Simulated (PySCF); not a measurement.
C3H12AlNSi, SMILES C[N](C)[Al]([CH3])[SiH3] (GFN2-xTB optimised geometry):

```
18

Al     0.475    -1.335    -1.813
C      1.534    -2.350    -3.168
H      1.348    -2.012    -4.195
H      1.318    -3.425    -3.158
H      2.613    -2.246    -2.997
N     -1.330    -1.397    -1.938
C     -2.202    -0.718    -0.998
C     -2.077    -2.108    -2.957
H     -2.837     0.021    -1.504
H     -2.858    -1.426    -0.479
H     -1.588    -0.200    -0.255
H     -2.731    -2.870    -2.514
H     -2.707    -1.424    -3.540
H     -1.374    -2.597    -3.631
Si     1.378    -0.012     0.000
H      1.029    -0.451     1.371
H      1.028     1.426     0.000
H      2.858    -0.012     0.000
```

Computed with CAM-B3LYP/def2-SVP in PySCF 2.14.0.

Question: What are the frontier orbital energies and the dipole moment?

Answer: HOMO-2 -10.01 eV, HOMO-1 -8.75 eV, HOMO -7.64 eV, LUMO 0.05 eV, LUMO+1 1.38 eV; dipole moment 1.69 D.

On the same geometry PBE/def2-SVP (PySCF 2.14.0) gives HOMO-2 -7.31 eV, HOMO-1 -6.31 eV, HOMO -5.11 eV, LUMO -1.69 eV, LUMO+1 -0.40 eV; dipole moment 1.85 D.

Meta-Löwdin charges at CAM-B3LYP/def2-SVP: Al1 0.62, C2 -0.58, H3 0.11, H4 0.11, H5 0.11, N6 -0.41, C7 -0.17, C8 -0.17, H9 0.08, H10 0.08, H11 0.09, H12 0.08, H13 0.08, H14 0.10, Si15 0.11, H16 -0.08, H17 -0.08, H18 -0.09.
